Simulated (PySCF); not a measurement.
## Be (beryllium, neutral): UHF calculation

Configuration: [He] 2s2, closed-shell 1S. All numbers are calculated (PySCF 2.14, scalar relativity by spin-free X2C-1e, in aug-cc-pCVQZ-DK (9s8p6d4f2g, 109 functions)).

| Item | Value |
| --- | --- |
| Total energy | -14.575483 hartree |
| One-electron energy | -19.0659 hartree |
| Hartree (Coulomb) energy | 7.1583 hartree |
| Exchange energy | -2.6679 hartree |
| ⟨S²⟩ | 0.0000 |
| ⟨L²⟩ | 0.000 |
| Sum of ⟨r⟩ | 6.128 bohr |
| Sum of ⟨r²⟩ | 17.32 bohr² |
| Langevin diamagnetic susceptibility | -13.7 ×10⁻⁶ cm³/mol |

```csv
shell,electrons,mean orbital energy (hartree),"rms radius, mean of both spins (bohr)"
1s,2,-4.73322,0.483
2s,2,-0.30932,2.90
```
